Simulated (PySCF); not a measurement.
# Complete the spectrum of C7H11F

C₇H₁₁F.
InChI=1S/C7H11F/c8-6-2-5-7(6)3-1-4-7/h6H,1-5H2/t6-/m0/s1

Method: TDDFT B3LYP/def2-SVPD, vertical, gas phase, core orbitals frozen in the response (PySCF 2.14.0, density-fitted response routines). Geometry: PBE0-D3(BJ)/def2-SVP; no solvent, vibrations or thermal averaging.

Lowest singlets, with some entries withheld (?).

```csv
state,E (eV),f,"main configurations (H = HOMO, L = LUMO)"
S1,7.47,?,H→L (98%)
S2,7.71,?,?
S3,7.73,0.054,H-1→L (94%)
S4,7.84,?,H→L+2 (91%)
S5,7.94,0.022,?
S6,?,0.010,"H-1→L+1 (48%), H-2→L (45%)"
S7,8.07,0.019,H→L+3 (98%)
S8,?,0.012,H-1→L+2 (91%)
S9,8.20,0.025,H-2→L+1 (86%)
S10,8.33,0.0086,?
```

Q: Supply the missing values.

A: 
- S1: f = 0.0094
- S2: f = 0.012; H→L+1 (94%)
- S4: f = 0.0014
- S5: H-1→L+1 (47%), H-2→L (42%)
- S6: E = 7.96 eV
- S8: E = 8.13 eV
- S10: H-1→L+3 (94%)

Q: How far apart are S1 and S3, in eV and cm⁻¹?

A: 7.729 − 7.468 = 0.261 eV, or about 2110 cm⁻¹.

Q: What is the vertical ionisation energy by ΔSCF at this level?

A: 9.86 eV; −ε(HOMO) is 7.85 eV.

Q: What is the mean static polarisability from the same response equations?

A: 79.2 au (11.74 Å³), with principal values 73.7, 75.7 and 88.3 au.
